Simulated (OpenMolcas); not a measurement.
C7H14 (2-ethyl-3-methylbut-1-ene): the vertical energy of the triplet above the singlet from total energies

C7H14 has 21 atoms, charge 0, and is taken as a singlet. As SMILES, `C=C(CC)C(C)C`. Geometry: relaxed at GFN2-xTB. This is one conformer, not always the lowest.

Both states at this one shape; open shells run unrestricted unless said. 1 Eh = 27.2114 eV.

```
                         level     program  singlet C7H14 (Eh)  triplet C7H14 (Eh)
                 SCAN/ANO-L-MB  OpenMolcas         -274.527189         -274.368614
                SCAN/ANO-L-VDZ  OpenMolcas         -274.988659         -274.837902
SCAN/ANO-L-VDZP (RICD fitting)  OpenMolcas         -275.093258         -274.946874
```

**Question.** Work out the vertical gap, second state less first, at each level.

**Answer.** 
1. SCAN/ANO-L-MB: -274.368614 − (-274.527189) = 0.158575 Eh = 4.32 eV.
2. SCAN/ANO-L-VDZ: -274.837902 − (-274.988659) = 0.150757 Eh = 4.10 eV.
3. SCAN/ANO-L-VDZP (RICD fitting): -274.946874 − (-275.093258) = 0.146384 Eh = 3.98 eV.

No measured value is set beside it here; the levels span 3.98 to 4.32 eV. Minimal sets are far from the basis-set limit.
